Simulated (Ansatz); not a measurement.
System: BH₂, charge 0, multiplicity 2. SMILES: [BH2]
Coordinates optimised at B3LYP-D3(BJ)/def2-TZVP (Ansatz, a first-principles code):
```
B
H 1 1.1869
H 1 1.1869 2 129.56
```
Charge 0, spin multiplicity 2.

PBE beside other levels, property by property. Valence correlation only, unless marked. UHF or UKS for open shells. No spin-orbit coupling. No relativistic terms. CBS marks a two-point X^-3 extrapolation of the correlation energy; Hartree-Fock from the larger set (for Q and 5 zeta extrapolated as (X+1)exp(-9√X)). Atomisation energies are electronic, to ground-state atoms; the column to compare with has the core term from cc-pwCVTZ added, other frozen-core levels have none. Vertical energies are electronic, to the SCF solution reached for that spin. Anions need diffuse functions, of which def2-TZVPD holds fewer than the aug- sets. The coupled-cluster column (Ansatz) is a level with limits of its own: (a) CCSD(T)/CBS(aug-cc-pVTZ,aug-cc-pVQZ); (b) CCSD(T)/CBS(cc-pVQZ,cc-pV5Z).

| property | PBE/def2-TZVPD (Ansatz) | wB97M-V/def2-TZVPD (Ansatz) | RI-MP2/CBS(aug-cc-pVTZ,aug-cc-pVQZ) (Ansatz) | CCSD(T)/aug-cc-pVDZ (Ansatz) | coupled cluster |
|---|---|---|---|---|---|
| vertical electron affinity to the triplet (eV) | 0.27 | 0.07 | 0.16 | 0.16 | 0.23 (a) |
| atomisation energy (kcal/mol) | 171.6 | 171.0 | 170.5 | 159.4 | 170.0 (b) |
| vertical ionisation energy to the singlet (eV) | 9.21 | 8.93 | 8.95 | 8.91 | 9.00 (a) |

As the rows show:
- vertical electron affinity to the triplet: PBE lies 0.04 eV above coupled cluster.
- atomisation energy: PBE lies 1.6 kcal/mol above coupled cluster.
- vertical ionisation energy to the singlet: PBE lies 0.21 eV above coupled cluster.
